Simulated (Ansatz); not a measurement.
`[GeH3][O]C1CO1` + `[SiH3]S` → `[SiH3]SC1CO1` + `[OH][GeH3]`  (substitution at a C–O bond)

Calculated with Ansatz (gas phase, PBE0-D4/def2-TZVP geometries, no zero-point term in ΔE). CCSD(T)/CBS is the MP2 limit (def2-TZVPP, def2-QZVPP) plus CCSD(T) − MP2 in def2-TZVPP, frozen cores. DFT in def2-TZVPP. For Ge outer-core shells are correlated without core-valence functions, which leaves a few kJ/mol of doubt a bond. Scalar relativity is left out up to krypton. Each species was taken in one conformer, which may not be the lowest.

Q: Is it downhill or uphill in electronic energy at CCSD(T)/CBS, and by how much? (Best estimate.)

A: Computed: Downhill: ΔE = -3.1 kcal/mol.

Q: What do these levels give: r2SCAN, MP2/def2-TZVPP, SCS-MP2/def2-TZVPP, CCSD/def2-TZVPP, HF/def2-QZVPP, CCSD/CBS(def2)? (Best estimate.)

A: Computed: r2SCAN -2.0, MP2/def2-TZVPP -3.8, SCS-MP2/def2-TZVPP -2.8, CCSD/def2-TZVPP -1.2, HF/def2-QZVPP 1.2, CCSD/CBS(def2) -2.5 kcal/mol.

Largest T1 diagnostic among the species: 0.012.

The D4 term adds −0.7 kcal/mol with B3LYP and −0.4 kcal/mol with PBE0; it sums over pairs of atoms, weighted by their polarisabilities, and B3LYP, whose exchange is more repulsive, gets the larger term. In def2-TZVPP, CCSD(T) changes the Hartree–Fock value by −3.1 kcal/mol (the triples alone add −0.6 kcal/mol) and MP2 by −5.1 kcal/mol.

B3LYP here is the variant with VWN-RPA as its local correlation; programs differ in this.
